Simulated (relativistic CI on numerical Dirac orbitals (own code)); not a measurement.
**Ligand-field terms of d2**

Computed with a parametric ligand-field model of a d^n configuration (Racah B and C, spin-orbit zeta, crystal field), exact diagonalisation.

Field parameters in Wybourne normalisation: Oh B⁴₀ = 21Dq, B⁴₄ = √(5/14) B⁴₀; Td as Oh with Dq negative (B⁴₀ = 21Dq, B⁴₄ = √(5/14) B⁴₀). The field is a parameter set, without covalency.

Q: Ground term and bands for B = 960, C = 3840, ζ = 0 cm⁻¹, Oh, 10Dq = 11700 cm⁻¹?

A: Ground term 3T1 with 0.06 electrons in the two orbitals of the cubic e set. Spin-allowed: 3T2 10338 cm⁻¹ (967 nm), 3A2 22038 cm⁻¹ (454 nm), 3T1 23376 cm⁻¹ (428 nm). Lowest spin-forbidden: 1T2 14012 cm⁻¹ (714 nm), 1E 14475 cm⁻¹ (691 nm), 1T2 26644 cm⁻¹ (375 nm).

Q: Ground term and bands for B = 760, C = 3820, ζ = 0 cm⁻¹, Td, 10Dq = -3250 cm⁻¹?

A: Ground term 3A2 with 2.00 electrons in the two orbitals of the cubic e set. Spin-allowed: 3T2 3250 cm⁻¹ (3077 nm), 3T1 5674 cm⁻¹ (1762 nm), 3T1 15476 cm⁻¹ (646 nm). Lowest spin-forbidden: 1E 12866 cm⁻¹ (777 nm), 1T2 15666 cm⁻¹ (638 nm), 1A1 19002 cm⁻¹ (526 nm). With an A2 ground term the first spin-allowed band lies at |10Dq| itself.

Q: A d2 ion in Oh symmetry has the ground term 3T1 and bands at 3T2 9684 cm⁻¹ (1033 nm), 1T2 10855 cm⁻¹ (921 nm), 1E 11166 cm⁻¹ (896 nm), 3T1 19768 cm⁻¹ (506 nm), 3A2 20534 cm⁻¹ (487 nm), 1A1 21809 cm⁻¹ (459 nm). Which parameters reproduce them?

A: B = 750, C = 2950, ζ = 0 cm⁻¹, Oh, 10Dq = 10850 cm⁻¹.

Q: Ground term and bands for B = 900, C = 3660, ζ = 0 cm⁻¹, Td, 10Dq = -5400 cm⁻¹?

A: Ground term 3A2 with 2.00 electrons in the two orbitals of the cubic e set. Spin-allowed: 3T2 5400 cm⁻¹ (1852 nm), 3T1 9284 cm⁻¹ (1077 nm), 3T1 20416 cm⁻¹ (490 nm). Lowest spin-forbidden: 1E 13741 cm⁻¹ (728 nm), 1T2 18638 cm⁻¹ (537 nm), 1A1 21519 cm⁻¹ (465 nm). With an A2 ground term the first spin-allowed band lies at |10Dq| itself.

Q: Ground term and bands for B = 870, C = 3440, ζ = 0 cm⁻¹, Oh, 10Dq = 24900 cm⁻¹?

A: Ground term 3T1 with 0.02 electrons in the two orbitals of the cubic e set. Spin-allowed: 3T2 23102 cm⁻¹ (433 nm), 3T1 34355 cm⁻¹ (291 nm), 3A2 48002 cm⁻¹ (208 nm). Lowest spin-forbidden: 1T2 12540 cm⁻¹ (797 nm), 1E 12727 cm⁻¹ (786 nm), 1A1 27707 cm⁻¹ (361 nm).
